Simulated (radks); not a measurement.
Values are calculated unless marked as measured or tabulated.
Q: The bismuth ion Bi41+, configuration [Kr] 4d6. Level of theory: scalar-relativistic Kohn-Sham, LB94 model potential, spin-polarised, spherical densities, finite nucleus; open shells are filled with parallel spins first (spin-orbit coupling, left out, can overturn this in heavy ions); Fermi nuclear charge, rms radius 5.5211 fm (a radial shooting solver on a logarithmic mesh with Libxc functionals). Some entries of the table are withheld. Estimate them.

orbital  occ.  eigenvalue (Ry)  r(max) (bohr)  <r^2> (bohr^2)
1s down     1        -6818.604       0.009655       0.0003454
1s up       1        -6818.588       0.009655       0.0003454
2s up       1        -1339.410        0.05614        0.005227
2s down     1        -1339.296        0.05614        0.005225
2p up       3        -1166.461        0.04686        0.004468
2p down     3        -1166.384        0.04686        0.004466
3s up       1        -425.7147         0.1579         0.03304
3s down     1        -425.6361         0.1580         0.03307
3p up       3        -376.0966         0.1581         0.03410
3p down     3        -376.0147         0.1582         0.03413
3d up       5        -326.9616            (1)         0.02806
3d down     5        -326.7527            (2)         0.02810
4s up       1        -187.4355         0.3407          0.1374
4s down     1        -186.9180         0.3404          0.1371
4p up       3        -169.5742            (3)          0.1498
4p down     3        -169.0289            (4)          0.1496
4d up       5              (5)         0.3500          0.1512
4d down     1              (6)         0.3495          0.1509

A: 
(1) 3d up r(max) (bohr): 0.1286
(2) 3d down r(max) (bohr): 0.1287
(3) 4p up r(max) (bohr): 0.3547
(4) 4p down r(max) (bohr): 0.3544
(5) 4d up eigenvalue (Ry): -150.3775
(6) 4d down eigenvalue (Ry): -149.8720
